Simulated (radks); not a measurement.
Minus the highest occupied eigenvalue as an estimate of the ionisation energy, Dy20+ to Dy39+. The LB94 potential has the -1/r tail that LDA and GGA lack but no energy functional. Calculated with a radial shooting solver on a logarithmic mesh with Libxc functionals: scalar-relativistic Kohn-Sham, LB94 model potential, spin-polarised, spherical densities, finite nucleus; open shells are filled with parallel spins first (spin-orbit coupling, left out, can overturn this in heavy ions); Fermi nuclear charge, rms radius 5.2218 fm.

| species | configuration | HOMO | -e(HOMO) (eV) | <r> (bohr) | IE, NIST (eV) | kind |
|---|---|---|---|---|---|---|
| Dy20+ | [Kr] 4d10 | 4d | 666.13 | 0.553 | 664 | theory |
| Dy21+ | [Kr] 4d9 | 4d down | 706.06 | 0.546 | 702 | theory |
| Dy22+ | [Kr] 4d8 | 4d down | 746.64 | 0.540 | 743 | theory |
| Dy23+ | [Kr] 4d7 | 4d down | 787.88 | 0.534 | 786 | theory |
| Dy24+ | [Kr] 4d6 | 4d down | 829.78 | 0.529 | 827 | theory |
| Dy25+ | [Kr] 4d5 | 4d up | 878.15 | 0.524 | 872 | theory |
| Dy26+ | [Kr] 4d4 | 4d up | 921.44 | 0.519 | 924 | theory |
| Dy27+ | [Kr] 4d3 | 4d up | 965.36 | 0.513 | 969 | theory |
| Dy28+ | [Kr] 4d2 | 4d up | 1009.9 | 0.508 | 1014 | theory |
| Dy29+ | [Kr] 4d1 | 4d up | 1055.1 | 0.503 | 1059 | theory |
| Dy30+ | [Kr] | 4p | 1248.7 | 0.495 | 1232 | theory |
| Dy31+ | [Ar] 3d10 4s2 4p5 | 4p down | 1295.3 | 0.491 | 1275 | theory |
| Dy32+ | [Ar] 3d10 4s2 4p4 | 4p down | 1342.4 | 0.487 | 1325 | theory |
| Dy33+ | [Ar] 3d10 4s2 4p3 | 4p up | 1394.0 | 0.485 | 1371 | theory |
| Dy34+ | [Ar] 3d10 4s2 4p2 | 4p up | 1442.0 | 0.481 | 1468 | theory |
| Dy35+ | [Ar] 3d10 4s2 4p1 | 4p up | 1490.5 | 0.477 | 1520 | theory |
| Dy36+ | [Ar] 3d10 4s2 | 4s | 1656.9 | 0.463 | 1638 | theory |
| Dy37+ | [Ar] 3d10 4s1 | 4s up | 1708.7 | 0.460 | 1691.7 | semi-emp. |
| Dy38+ | [Ar] 3d10 | 3d | 2883.5 | 0.206 | 2882 | theory |
| Dy39+ | [Ar] 3d9 | 3d down | 2991.7 | 0.204 | 2987 | theory |

Reference values: NIST Atomic Spectra Database (exp. = measured, semi-emp. = semi-empirical, theory = theoretical value adopted there). Open shells are spherical and high-spin; term and fine-structure splittings are not resolved. Spin-orbit splitting is averaged out at the scalar-relativistic level.
